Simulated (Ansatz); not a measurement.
Reactions of `B[N]([GeH3])CF`.

Gas-phase electronic energies from Ansatz, PBE0-D4/def2-TZVP geometries. CBS: MP2 limit from def2 TZ/QZ plus the TZ coupled-cluster correction, frozen cores. This one scheme is used for every species, atoms too. DFT in def2-TZVPP. No spin–orbit coupling; open shells (•) take unrestricted orbitals. Spin–orbit coupling would lower the free atoms: a little for B, C, F; clearly for Ge. For Ga, Ge outer-core shells are correlated without core-valence functions, so the limit isn't a true one: a few kJ/mol of doubt a bond, and 10 to 20 or more in all where bonds break to atoms. Scalar relativity is left out up to krypton. One conformer a species, not always the lowest.

| reaction | PBE0-D4 (kcal/mol) | B2PLYP (kcal/mol) | PBE-D4 (kcal/mol) |
| --- | --- | --- | --- |
| `B[N]([GeH3])CF` → `B[NH][GeH3]` + `[CH]F` | 92.1 | 86.0 | 90.4 |
| `B[N]([GeH3])CF` + H₂ → `B[N](C)[GeH3]` + H–F | -18.5 | -18.2 | -17.1 |
| `B[N]([GeH3])CF` + `BCS` → `BCSCF` + `B[NH][GeH3]` | -3.1 | -2.9 | -3.6 |
| `B[N]([GeH3])CF` + H₂ → `CF` + `B[NH][GeH3]` | -13.6 | -14.9 | -12.3 |
| `B[N]([GeH3])CF` → B• + C• + F• + Ge• + 7 H• + N• | 983.2 | 975.8 | 999.6 |
| `B[N]([GeH3])CF` → `[CH2]F`• + `B[N][GeH3]`• | 94.4 | 93.8 | 92.5 |
| `B[N]([GeH3])CF` + `N=[CH][GaH][OH]` → `[OH][GaH][GeH3]` + `BN(C=N)CF` | -15.2 | -11.7 | -15.1 |
| `B[N]([GeH3])CF` → `C[N]([GeH3])BF` | -45.5 | -46.2 | -44.6 |
| `B[N]([GeH3])CF` → `NB(F)[CH2][GeH3]` | -64.3 | -63.1 | -62.7 |

(1) Give the CCSD(T)/CBS values in the same order. (Estimate.)

Largest T1 diagnostic: 0.022, for `B[N][GeH3]`•.

Results:

(1) Ansatz gave: 86.6, -20.0, -2.5, -13.4, 984.4, 100.5, -10.6, -46.4, -63.9 kcal/mol.
